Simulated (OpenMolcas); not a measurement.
Rh3+: effect of the metal basis

Rh3+ with its 6 nearest chloride ions at 2.493 Å, on the Y site of Cs2NaYCl6 (a = 10.7396 Å, distance in the model lattice 2.619 Å). The rest of the host is ab initio model potentials to 7.6 Å and point charges beyond; the distance is set by hand and nothing relaxes.

| Property | Result |
| --- | --- |
| Program | OpenMolcas |
| Method | SS-CASPT2, IPEA 0.25 Eh, imaginary shift 0.1 Eh (closed shells correlated: 4s 4p and the ligand valence shells) |
| Spin-orbit coupling | RASSI with atomic mean-field integrals over the reference wave functions |

Fixed: ligand basis ANO-RCC-VDZP, active space 6 electrons in 5 orbitals (4d), DKH2 Hamiltonian.

States (labels of O, the rotations of Oh). Energies in cm-1 above the lowest state or level, χT in cm3 K/mol.

| Run | Metal basis | Ground state | First state of that spin | First gap with spin-orbit (degeneracies) | χT at 300 K | First state of another spin | Cost |
| --- | --- | --- | --- | --- | --- | --- | --- |
| A | ANO-RCC-VDZP | 1A1 | 15840 | 12140 (1, 2) | 0.034 | 2S+1 = 3: 12800 | roughly 8 core-minutes |
| B | ANO-RCC-VTZP | 1A1 | 15860 | 12600 (1, 2) | 0.037 | 2S+1 = 3: 13300 | roughly 13 core-minutes |

Costs are those of the CASPT2 steps.

Roots that are degenerate in the reference are averaged as groups; the widest CASPT2 spread within a group is 570 cm-1 (the 3-fold group of multiplicity 1 near 46800 cm-1 above the lowest state of its run, B). Shifts and gaps below about the spread of the groups concerned are not significant. Over all roots computed the reference weight is 0.61 to 0.66 in A, 0.61 to 0.65 in B; a low but even weight reflects the number of correlated electrons. Ligand-to-metal charge-transfer states are missing. With no ligand orbital active B as a rule stays too high, so bands that hang on it stand too high and its fall with covalency is understated. With one d shell and no ligand orbital active, 10Dq can be off by a tenth or more. The least metal-like active orbital is 68 % on the metal (Löwdin) and no ligand orbital is active, so the numbers are rough, and ground spin, moment and any spin crossover can be artefacts of this space; highly charged d ions in such sites are as a rule low spin (holds for A). The least metal-like active orbital is 71 % on the metal (Löwdin) and no ligand orbital is active, so the numbers are rough (holds for B). No measured value stands beside these numbers; the geometry was set by hand and not optimised.

A state without a sure symmetry label is named by its multiplicity alone.
